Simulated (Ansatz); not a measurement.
Total energies of F2GaHS, SMILES `[F][Ga]([F])[SH]`.

Cartesian coordinates in Å:
```
F -0.954 0.415 1.994
Ga -0.350 0.243 0.375
F -1.102 1.274 -0.806
S 1.222 -1.152 -0.135
H 1.184 -0.780 -1.427
```

The species carries charge 0 and has multiplicity 1. Correlated methods include outer-core shells of Ga, which these sets cover unevenly. Scalar relativity is left out up to krypton. All single points use the PBE0-D4/def2-TZVP geometry. It is one conformer, not always the lowest. Basis def2-TZVPP, Ansatz.

RPA on PBE orbitals: Hartree–Fock energy of these orbitals -2520.40086 Eh, correlation -1.36277 Eh (frozen core).

```
 functional  energy without D4 (Eh)  D4 term (kJ/mol)
LDA (SPW92)             -2517.89781                 –
        PBE             -2522.91296              -9.8
     revPBE             -2523.27905             -24.9
       BLYP             -2523.62013             -21.0
     r2SCAN             -2523.44754              -2.2
     B97M-V             -2523.01926                 –
       PBE0             -2522.98090              -8.3
    r2SCANh             -2523.42289              -2.4
    r2SCAN0             -2523.38772              -2.7
  CAM-B3LYP             -2523.65075              -8.6
    ωB97X-V             -2523.25766                 –
    ωB97M-V             -2523.39231                 –
     B2PLYP             -2522.97325                 –
   PBE-QIDH             -2522.53985                 –
```

(1) Give the same for B3LYP, HSE06 (plane-wave form), BHLYP, LC-ωPBE. (Best estimate.)

B3LYP takes the VWN-RPA correlation (the form of Gaussian; ORCA's B3LYP/G). HSE06 is the plane-wave form, built on full-range PBE exchange. The double hybrids freeze the cores in their second-order part.

Results:

(1) Ansatz gave: 
```json
{"functional": "B3LYP", "energy without D4 (Eh)": "-2523.62999", "D4 term (kJ/mol)": "-16.1"}
{"functional": "HSE06 (plane-wave form)", "energy without D4 (Eh)": "-2522.96540", "D4 term (kJ/mol)": "-7.9"}
{"functional": "BHLYP", "energy without D4 (Eh)": "-2523.46395", "D4 term (kJ/mol)": "-14.3"}
{"functional": "LC-ωPBE", "energy without D4 (Eh)": "-2523.09163", "D4 term (kJ/mol)": "–"}
```

LC-ωPBE has ω = 0.4 bohr⁻¹.
